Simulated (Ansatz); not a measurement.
Correlation energies of C2H6Ge, SMILES `C=[CH][GeH3]` by basis set

Z-matrix (Å, degrees):
```
Ge
C 1 1.938
H 1 1.539 2 110.6
H 1 1.538 2 108.6 3 -120.2
H 1 1.539 2 110.6 3 119.5
C 2 1.327 1 123.1 3 120.1
H 2 1.088 1 118.1 3 -59.9
H 6 1.087 2 121.9 1 -180.0
H 6 1.086 2 122.0 1 0.0
```

Total charge 0; spin multiplicity 1. Correlated methods include outer-core shells of Ge, which these sets cover unevenly. Scalar relativity is left out up to krypton. The geometry is a stationary point of PBE0-D4/def2-TZVP. Frozen core, restricted reference, Ansatz 0.2.0.

```
     basis      HF (Eh)  MP2 corr.  CCSD corr.       (T)  CCSD(T) total
  def2-SVP  -2154.23897   -0.50590           ?         ?              ?
def2-TZVPP  -2154.59082   -0.59324           ?  -0.02512              ?
def2-QZVPP  -2154.63656          ?           –         –              –
```

Fill in the withheld values. (Estimate.)

Computed: def2-SVP CCSD corr.: -0.54062; def2-SVP (T): -0.01750; def2-SVP CCSD(T) total: -2154.79709; def2-TZVPP CCSD corr.: -0.62560; def2-TZVPP CCSD(T) total: -2155.24154; def2-QZVPP MP2 corr.: -0.87760.
